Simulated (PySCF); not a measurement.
Computed shifts of a molecule C₄H₅Br, KT2/pcSseg-1 (PySCF), GIAO, gas phase, atoms alike by connectivity averaged where their shifts nearly agree, in ppm (number of nuclei): ¹³C: 139.9 (1), 134.2 (1), 127.4 (1), 116.9 (1). ¹H: 6.72 (1), 6.47 (1), 6.39 (1), 5.51 (1), 5.43 (1). References: ¹³C against TMS (σ = 185.1 ppm); ¹H against TMS (σ = 31.47 ppm), references at their B3LYP-D3(BJ)/def2-TZVP geometries, non-relativistic (without spin–orbit terms, shifts of atoms bonded to Cl or Br come out too high). Coordinates come from a B3LYP-D3(BJ)/def2-SVP optimisation. One conformer was computed; it need not be the lowest.

Which molecule gave these data?
A) CC=C=CBr
B) C=C/C=C/Br
C) BrC1=CCC1
D) C#CCCBr

B, C=C/C=C/Br
